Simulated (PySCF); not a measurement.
A run for PySCF: R-MP2/6-31G* on GeH4 (SMILES [GeH4]).

```python
from pyscf import gto, scf, dft, mp
from pyscf.data.elements import chemcore

mol = gto.M(
    atom='''
    Ge    0.21330108   -0.07963028    3.37867452
    H     0.18560987    1.44388290    3.55044762
    H    -0.99329539   -0.50335029    2.51555253
    H     0.09827272   -0.77198086    4.74281255
    H     1.50254192   -0.51087463    2.66931441
    ''',
    basis='6-31g*',
    cart=True,
    charge=0, spin=0, verbose=3, max_memory=1800)
mf = scf.RHF(mol)
mf.conv_tol = 1e-8
mf.max_cycle = 100
mf.kernel()
if not mf.converged:
    mf = mf.newton().run(mf.mo_coeff, mf.mo_occ)
pt = mp.MP2(mf, frozen=chemcore(mol)).run()
```

Q: Predict the final total energy.

A: -2077.6376 hartree.
